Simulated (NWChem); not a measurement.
System: AlH2OF; SMILES [OH][AlH][F]

```xyz
5

Al    -0.4803     0.0476     0.0000
H     -2.0277    -0.1871     0.0000
F      0.5643    -1.2476     0.0000
O      0.1306     1.6228     0.0000
H      1.0491     1.8954     0.0000
```
Atoms are numbered in this order, from 1.

Coordinates come from a PBE0/def2-SVP optimisation.

 Unshifted, non-relativistic core excitations; the lowest 4 roots alone, so stronger bands may lie above.

Q: List the first Al K-edge excitations from PBE/def2-TZVP, restricted-window TDA (NWChem).

A: 
| state | energy (eV) | dipole oscillator strength | leading excitation (squared amplitude) |
|---|---|---|---|
| S1 | 1506.0 | 0.0034 | 1s of atom 1 or its equivalents → LUMO (1.00) |
| S2 | 1506.1 | 0.0001 | 1s of atom 1 or its equivalents → LUMO+1 (1.00) |
| S3 | 1507.4 | 0.0009 | 1s of atom 1 or its equivalents → LUMO+2 (1.00) |
| S4 | 1508.6 | 0.0001 | 1s of atom 1 or its equivalents → LUMO+3 (1.00) |
